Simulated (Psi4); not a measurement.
Si2 (SMILES [Si]=[Si]), triplet, at a GFN2-xTB geometry; PBE/aug-cc-pVDZ (Psi4).

Input for Psi4:
```
memory 2 GB

molecule mol {
0 3
Si   -0.000000   -0.000000   -1.087058
Si    0.000000    0.000000    1.087058
}

set {
  basis aug-cc-pvdz
  reference uks
}

energy('pbe')
print_variables()
```

What the program printed (banner, timings and long lists left out):

```
   => Loading Basis Set <=

    Name: AUG-CC-PVDZ
    Role: ORBITAL
    Keyword: BASIS

         ---------------------------------------------------------
                                   SCF
               by Justin Turney, Rob Parrish, Andy Simmonett
                          and Daniel G. A. Smith
                              UKS Reference
         ---------------------------------------------------------

  ==> Geometry <==

    Molecular point group: d2h
    Full point group: D_inf_h

    Geometry (in Angstrom), charge = 0, multiplicity = 3:

       Center              X                  Y                   Z               Mass
    ------------   -----------------  -----------------  -----------------  -----------------
         SI           0.000000000000     0.000000000000    -1.087058000000    27.976926534650
         SI           0.000000000000     0.000000000000     1.087058000000    27.976926534650

  Running in d2h symmetry.

  Rotational constants: A = ************  B =      0.25495  C =      0.25495 [cm^-1]
  Rotational constants: A = ************  B =   7643.31518  C =   7643.31518 [MHz]
  Nuclear repulsion =   47.706163466585963

  Charge       = 0
  Multiplicity = 3
  Electrons    = 28
  Nalpha       = 15
  Nbeta        = 13

  ==> Algorithm <==

  SCF Algorithm Type is DF.
  DIIS enabled.
  MOM disabled.
  Fractional occupation disabled.
  Guess Type is SAD.
  Energy threshold   = 1.00e-06
  Density threshold  = 1.00e-06
  Integral threshold = 1.00e-12

  ==> Primary Basis <==

  Basis Set: AUG-CC-PVDZ
    Blend: AUG-CC-PVDZ
    Number of shells: 22
    Number of basis functions: 54
    Number of Cartesian functions: 58
    Spherical Harmonics?: true
    Max angular momentum: 2

  ==> DFT Potential <==

   => LibXC <=

    Version 7.1.2
    S. Lehtola, C. Steigemann, M. J. T. Oliveira, and M. A. L. Marques,  SoftwareX 7, 1–5 (2018) (10.1016/j.softx.2017.11.002)

   => Composite Functional: PBE <=

    PBE GGA Exchange-Correlation Functional

    J.P. Perdew et. al., Phys. Rev. Lett., 77(18), 3865-3868, 1996

    Deriv               =              1
    GGA                 =           TRUE
    Meta                =          FALSE

    Exchange Hybrid     =          FALSE
    MP2 Hybrid          =          FALSE

   => Exchange Functionals <=

    1.0000     XC_GGA_X_PBE

   => Correlation Functionals <=

    1.0000     XC_GGA_C_PBE

   => LibXC Density Thresholds  <==

    XC_GGA_C_PBE:  1.00E-12
    XC_GGA_X_PBE:  1.00E-15

   => Molecular Quadrature <=

    Radial Scheme          =       TREUTLER
    Pruning Scheme         =           NONE
    Nuclear Scheme         =       TREUTLER

    Blocking Scheme        =         OCTREE
    BS radius alpha        =              1
    Pruning alpha          =              1
    Radial Points          =             75
    Spherical Points       =            302
    Total Points           =          44152
    Total Blocks           =            432
    Max Points             =            254
    Max Functions          =             54
    Weights Tolerance      =       1.00E-15

   => Loading Basis Set <=

    Name: (AUG-CC-PVDZ AUX)
    Role: JKFIT
    Keyword: DF_BASIS_SCF

  ==> Integral Setup <==

  SCF_SUBTYPE=INCORE selected. In-core MEM_DF algorithm will be used.
  Using in-core AOs.

  ==> MemDFJK: Density-Fitted J/K Matrices <==

    J tasked:                   Yes
    K tasked:                    No
    wK tasked:                   No
    Algorithm:                 Core
    Schwarz Cutoff:           1E-12
    Mask sparsity (%):       0.0000
    Fitting Condition:        1E-10

   => Auxiliary Basis Set <=

  Basis Set: (AUG-CC-PVDZ AUX)
    Blend: AUG-CC-PVDZ-JKFIT
    Number of shells: 80
    Number of basis functions: 256
    Number of Cartesian functions: 300
    Spherical Harmonics?: true
    Max angular momentum: 3

  Minimum eigenvalue in the overlap matrix is 1.1890124778E-03.
  Reciprocal condition number of the overlap matrix is 2.8649718194E-04.
    Using symmetric orthogonalization.

  ==> Pre-Iterations <==

  SCF Guess: Superposition of Atomic Densities via on-the-fly atomic UHF (no occupation information).

   -------------------------
    Irrep   Nso     Nmo
   -------------------------
     Ag        13      13
     B1g        2       2
     B2g        6       6
     B3g        6       6
     Au         2       2
     B1u       13      13
     B2u        6       6
     B3u        6       6
   -------------------------
    Total      54      54
   -------------------------

  ==> Iterations <==

                           Total Energy        Delta E     RMS |[F,P]|

   @DF-UKS iter SAD:  -578.18695199019601   -5.78187e+02   0.00000e+00
   @DF-UKS iter   1:  -578.49955378819516   -3.12602e-01   1.10753e-02 DIIS/ADIIS
   @DF-UKS iter   2:  -578.52014521605827   -2.05914e-02   9.00360e-03 DIIS/ADIIS
   @DF-UKS iter   3:  -578.56265381833430   -4.25086e-02   9.22005e-04 DIIS/ADIIS
   @DF-UKS iter   4:  -578.56313801060992   -4.84192e-04   1.50860e-04 DIIS/ADIIS
   @DF-UKS iter   5:  -578.56315143656207   -1.34260e-05   1.46867e-05 DIIS
   @DF-UKS iter   6:  -578.56315163011664   -1.93555e-07   2.36916e-06 DIIS
   @DF-UKS iter   7:  -578.56315163553404   -5.41741e-09   1.30894e-07 DIIS
  Energy and wave function converged.

  ==> Post-Iterations <==

   Electrons on quadrature grid:
      Nalpha   =   14.9999994076 ; deviation = -5.924e-07
      Nbeta    =   12.9999995365 ; deviation = -4.635e-07
      Ntotal   =   27.9999989441 ; deviation = -1.056e-06

   @Spin Contamination Metric:   6.373669107E-03
   @S^2 Expected:                2.000000000E+00
   @S^2 Observed:                2.006373669E+00
   @S   Expected:                1.000000000E+00
   @S   Observed:                1.000000000E+00

    Orbital Energies [Eh]
    ---------------------

    Alpha Occupied:

       1B1u  -65.449374     1Ag   -65.449370     2Ag    -5.078857
       2B1u   -5.078794     1B2u   -3.494125     1B3u   -3.494125
       1B3g   -3.494027     1B2g   -3.494027     3Ag    -3.484473
       3B1u   -3.483126     4Ag    -0.498931     4B1u   -0.336480
       2B2u   -0.221547     2B3u   -0.221547     5Ag    -0.190322

    Alpha Virtual:

       2B3g   -0.105788     2B2g   -0.105788     6Ag    -0.005779
       5B1u   -0.002315     3B2u    0.017409     3B3u    0.017409
       7Ag     0.032448     3B2g    0.051694     3B3g    0.051694
       1B1g    0.052505     8Ag     0.052505     6B1u    0.061537
       7B1u    0.106744     4B2u    0.112069     4B3u    0.112069
       8B1u    0.151006     1Au     0.151007     9Ag     0.165094
       4B2g    0.239053     4B3g    0.239053     9B1u    0.254209
       5B3u    0.332710     5B2u    0.332710    10Ag     0.391394
      11Ag     0.411997     6B3u    0.424819     6B2u    0.424819
       5B2g    0.430505     5B3g    0.430505     2B1g    0.437708
      12Ag     0.437709    10B1u    0.447443     2Au     0.502330
      11B1u    0.502331    13Ag     0.558253     6B2g    0.625366
       6B3g    0.625366    12B1u    0.753979    13B1u    0.999859

    Beta Occupied:

       1B1u  -65.447111     1Ag   -65.447108     2Ag    -5.075986
       2B1u   -5.075921     1B2u   -3.489390     1B3u   -3.489390
       1B3g   -3.489291     1B2g   -3.489291     3Ag    -3.483092
       3B1u   -3.481746     4Ag    -0.459729     4B1u   -0.309512
       5Ag    -0.179737

    Beta Virtual:

       2B2u   -0.172022     2B3u   -0.172022     2B3g   -0.071422
       2B2g   -0.071422     5B1u    0.003723     6Ag     0.014494
       3B2u    0.033834     3B3u    0.033834     7Ag     0.037085
       3B2g    0.060125     3B3g    0.060125     6B1u    0.073423
       8Ag     0.088864     1B1g    0.088864     7B1u    0.116571
       4B2u    0.132176     4B3u    0.132176     8B1u    0.176028
       1Au     0.176028     9Ag     0.178888     4B3g    0.252032
       4B2g    0.252032     9B1u    0.266822     5B3u    0.362855
       5B2u    0.362855    10Ag     0.402838    11Ag     0.436826
       6B3u    0.444732     6B2u    0.444732    10B1u    0.452741
       5B2g    0.454202     5B3g    0.454202     2B1g    0.483767
      12Ag     0.483767    11B1u    0.548573     2Au     0.548573
      13Ag     0.587105     6B2g    0.656067     6B3g    0.656067
      12B1u    0.776960    13B1u    1.024709

    Final Occupation by Irrep:
             Ag   B1g   B2g   B3g    Au   B1u   B2u   B3u
    DOCC [     5,    0,    1,    1,    0,    4,    1,    1 ]
    SOCC [     0,    0,    0,    0,    0,    0,    1,    1 ]
    NA   [     5,    0,    1,    1,    0,    4,    2,    2 ]
    NB   [     5,    0,    1,    1,    0,    4,    1,    1 ]

  @DF-UKS Final Energy:  -578.56315163553404

   => Energetics <=

    Nuclear Repulsion Energy =             47.7061634665859629
    One-Electron Energy =                -896.8037015066339563
    Two-Electron Energy =                 311.9310940171022821
    DFT Exchange-Correlation Energy =     -41.3967076125882940
    Empirical Dispersion Energy =           0.0000000000000000
    VV10 Nonlocal Energy =                  0.0000000000000000
    Total Energy =                       -578.5631516355340409

  UHF NO Occupations:
  HONO-2 :    4B1u 1.9979080
  HONO-1 :    2B3u 1.0000000
  HONO-0 :    2B2u 1.0000000
  LUNO+0 :    5B1u 0.0020920
  LUNO+1 :    6 Ag 0.0008028
  LUNO+2 :    7 Ag 0.0002937
  LUNO+3 :    2B3g 0.0000003

Computation Completed

Properties will be evaluated at   0.000000,   0.000000,   0.000000 [a0]

Properties computed using the SCF density matrix

 Multipole Moments:

 ------------------------------------------------------------------------------------
     Multipole            Electronic (a.u.)      Nuclear  (a.u.)        Total (a.u.)
 ------------------------------------------------------------------------------------

 L = 1.  Multiply by 2.5417464519 to convert [e a0] to [Debye]
 Dipole X            :          0.0000000            0.0000000            0.0000000
 Dipole Y            :          0.0000000            0.0000000            0.0000000
 Dipole Z            :          0.0000000            0.0000000            0.0000000
 Magnitude           :                                                    0.0000000

 ------------------------------------------------------------------------------------

  Variable Map:
  ----------------------------------------------------------------------------
  "CURRENT ENERGY"              =>    -578.563151635534
  "CURRENT REFERENCE ENERGY"    =>    -578.563151635534
  "DD SOLVATION ENERGY"         =>       0.000000000000
  "DFT FUNCTIONAL TOTAL ENERGY" =>    -578.563151635534
  "DFT TOTAL ENERGY"            =>    -578.563151635534
  "DFT VV10 ENERGY"             =>       0.000000000000
  "DFT XC ENERGY"               =>     -41.396707612588
  "GRID ELECTRONS ALPHA"        =>      14.999999407566
  "GRID ELECTRONS BETA"         =>      12.999999536550
  "GRID ELECTRONS TOTAL"        =>      27.999998944116
  "NUCLEAR REPULSION ENERGY"    =>      47.706163466586
  "ONE-ELECTRON ENERGY"         =>    -896.803701506634
  "PCM POLARIZATION ENERGY"     =>       0.000000000000
  "PE ENERGY"                   =>       0.000000000000
  "SCF ITERATION ENERGY"        =>    -578.563151635534
  "SCF ITERATIONS"              =>       7.000000000000
  "SCF TOTAL ENERGY"            =>    -578.563151635534
  "TWO-ELECTRON ENERGY"         =>     311.931094017102
  "XC GRID RADIAL POINTS"       =>      75.000000000000
  "XC GRID SPHERICAL POINTS"    =>     302.000000000000
  "XC GRID TOTAL POINTS"        =>   44152.000000000000

  Array Variable Map:
  ----------------------------------------------------------------------------
  "CURRENT DIPOLE"              =>       0.000000000000 ... 0.000000000000 1 by 3
  "SCF DIPOLE"                  =>       0.000000000000 ... 0.000000000000 1 by 3
  "SCF TOTAL ENERGIES"          =>    -578.186951990196 ... -578.563151635534 1 by 8
```
